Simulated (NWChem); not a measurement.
Molecule: ZrN$_{2}$H$_{4}$O; SMILES [NH]=[Zr]([NH2])[OH]

```xyz
8

Zr    -0.0484    -0.0282    -0.1900
N     -1.7630     0.3700     0.2752
H     -2.7098     0.4737     0.6287
O      0.6693    -1.8065     0.2469
H      0.5583    -2.6635     0.6611
N      1.1526     1.5890     0.2185
H      2.1660     1.5598     0.3279
H      0.8389     2.4985     0.5500
```
Atoms are numbered in this order, from 1.

All runs: NWChem. Structure relaxed at the PBE0/def2-SVP level. def2 effective core potentials on Zr; no spin-orbit coupling. Level r2SCAN/def2-SVP: energy and gradient on several grids; changes count from the extra-fine grid, which is no exact limit either.

Question: Which is the coarsest grid (medium; xfine; coarse; xcoarse; fine) from which on the energy stays within 500 μHa and each gradient component within 500 μHa/bohr of xfine?

Answer: medium.
| grid | size of the energy change (μHa) | largest change of a gradient component (μHa/bohr) | time, medium = 1 (rough) |
|---|---|---|---|
| xcoarse | 5000 | 7000 | about 1 |
| coarse | 600 | 900 | about 1 |
| medium | 200 | 100 | about 1 |
| fine | 30 | 40 | about 1 |
| xfine | < 10 | < 30 | 3 |
